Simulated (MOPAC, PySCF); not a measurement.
Noncovalent pair: HF (SMILES F) (first 2 atoms) with HI (SMILES I); geometry from B3LYP-D3(BJ)/def2-TZVP, rigid monomers moved along the line of their centres of mass till F1···H4 is 2.01 Å.
(charge 0, multiplicity 1):
```xyz
4

F      0.552     0.619    -0.261
H      0.283    -0.213    -0.565
I     -0.098     0.231     3.202
H      0.313     0.752     1.726
```

Counterpoise-corrected where a basis set is named; no monomer relaxation. Rows marked so take none.

Rows in 3-21G, STO-3G carry no dispersion term and start afresh at each structure; the Pople sets are all-electron and without relativity. The state reached by PM6 isn't checked.

The values were computed with MOPAC for PM6 (differences of heats of formation); PySCF for 3-21G rows, STO-3G rows. Values without a source in brackets are computed.

### Question
Give the interaction energy at the level HF/STO-3G (no counterpoise).

### Answer
-2.1 kcal/mol

### Question
What is the computed interaction energy (B3LYP/3-21G (no counterpoise))?

### Answer
-7.2 kcal/mol

### Question
Estimate the interaction energy that PM6 returns for this input.

### Answer
1.4 kcal/mol
